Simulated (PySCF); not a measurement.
BFH4O3Si, SMILES OB(O)O[SiH2]F. Atoms are numbered in the order given.

```xyz
10

Si    -1.4022    -0.5015     0.0636
F     -2.0269     0.2628    -1.2170
O     -0.0421     0.2810     0.5482
B      1.3195     0.2175     0.2938
O      2.1142     1.2304     0.7132
O      1.9074    -0.8219    -0.3525
H     -1.0670    -1.8858    -0.3760
H     -2.3949    -0.4595     1.1592
H      1.6006     1.9201     1.1433
H      1.3014    -1.5228    -0.6045
```

The structure is a stationary point at PBE0-D3(BJ)/def2-SVP. This is a generated structure with no PubChem entry under its InChIKey; it may be hypothetical. Other conformers were not sampled.

Method: PBE/pcSseg-1 in PySCF.

GIAO shieldings, no solvent; atoms listed in one row are averaged. δ = σ(ref) − σ: ²⁹Si against TMS (σ = 335.4 ppm); ¹⁹F against CFCl3 (σ = 133.6 ppm); ¹⁷O against H2O (σ = 334.3 ppm); ¹¹B against BF3 (σ = 83.9 ppm); ¹H against TMS (σ = 31.49 ppm), references at their B3LYP-D3(BJ)/def2-TZVP geometries, non-relativistic.

```tsv
nucleus	atoms	count	δ (ppm)
²⁹Si	Si1	1	-32.8
¹⁹F	F2	1	-185.8
¹⁷O	O3	1	127.8
¹⁷O	O5	1	100.4
¹⁷O	O6	1	88.5
¹¹B	B4	1	5.0
¹H	H7	1	5.55
¹H	H8	1	5.30
¹H	H9, H10	2	3.20
```
